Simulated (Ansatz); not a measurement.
`NC(=O)[SiH2]F` + H₂ → `O=C[SiH2]F` + NH₃ at 298.15 K and 1 bar (hydrogenolysis of a C–N bond).

Isolated molecules relaxed with PBE0-D4/def2-TZVP in Ansatz; ΔE leaves out vibrations. CCSD(T)/CBS adds triple-zeta CCSD(T) − MP2 to the extrapolated MP2 energy (def2 sets, frozen cores). This one scheme is used for every species. One conformer a species, not always the lowest.

| species | CCSD(T)/CBS energy (Eh) | H − E (kJ/mol) | S (J/(mol·K)) |
| --- | --- | --- | --- |
| `NC(=O)[SiH2]F` | -559.27172 | 167.2 | 332.4 |
| H₂ | -1.17544 | 35.1 | 130.4 |
| `O=C[SiH2]F` | -503.92730 | 115.8 | 309.5 |
| NH₃ | -56.50880 | 100.5 | 192.4 |

H − E and S are ideal-gas, rigid-rotor, harmonic terms from PBE0-D4/def2-TZVP, for one conformer and one mirror image of each species. The MP2-based limit puts H₂ 0.8 mEh under its directly extrapolated value; such offsets cancel only in part. 1 Eh = 2625.50 kJ/mol, R = 8.31446 J/(mol·K).

Task: By hand: ΔE, ΔH, ΔS and ΔG.

Result: ΔE = (-503.92730) + (-56.50880) − (-559.27172) − (-1.17544) = 0.01106 Eh = 29.0 kJ/mol. Δ(H − E) = 115.8 + 100.5 − 167.2 − 35.1 = 14.0, so ΔH = 43.0 kJ/mol. ΔS = 309.5 + 192.4 − 332.4 − 130.4 = 39.1 J/(mol·K). ΔG = 43.0 − 298.15 × (39.1)/1000 = 31.3 kJ/mol.

Task: By hand: the equilibrium constant, and the temperature at which ΔG would vanish if ΔH and ΔS stayed fixed.

Result: log₁₀ K = −ΔG/(RT ln 10) = -5.5. ΔG = 0 at ΔH/ΔS = 1100 K.

ΔH outweighs TΔS. A doubt of 5 kJ/mol in ΔE shifts log₁₀ K by 0.9 here. Other conformers and mirror images would add mixing entropy, several J/(mol·K) or more a flexible species. These are equilibria of isolated gas molecules and say nothing of rates. Largest T1 diagnostic: 0.015 (customary marks: 0.02 for closed shells, 0.045 for open ones).
